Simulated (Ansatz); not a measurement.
Total energies of AsH2(NMe2) (C₂H₈AsN) from Ansatz at PBE0-D4/def2-TZVP, gas phase (1 Eh = 27.2114 eV = 2625.5 kJ/mol). The reference geometry is relaxed at B3LYP-D4/def2-SVP.

```tsv
state	geometry	energy (Eh)
charge 0 singlet	reference	-2371.24671
charge 1 doublet	reference	-2370.94063
free As atom (quartet)	–	-2235.53903
free H atom (doublet)	–	-0.50104
free N atom (quartet)	–	-54.54382
free C atom (triplet)	–	-37.80537
```

Q: Work out the vertical ionisation energy to the doublet.

A: E(charge 1 doublet) − E(charge 0 singlet) = -2370.94063 − (-2371.24671) = 0.30608 Eh = 8.33 eV. For comparison, −ε of the highest occupied level is 6.39 eV at this level, 1.94 eV less.

Q: What is the binding energy per atom against free atoms?

A: Atoms: 1 × (-2235.53903) + 8 × (-0.50104) + 1 × (-54.54382) + 2 × (-37.80537) = -2369.70191 Eh. Binding: -2369.70191 − (-2371.24671) = 1.54480 Eh = 42.04 eV, or 3.50 eV for each of 12 atoms (no zero-point energy, no counterpoise term).
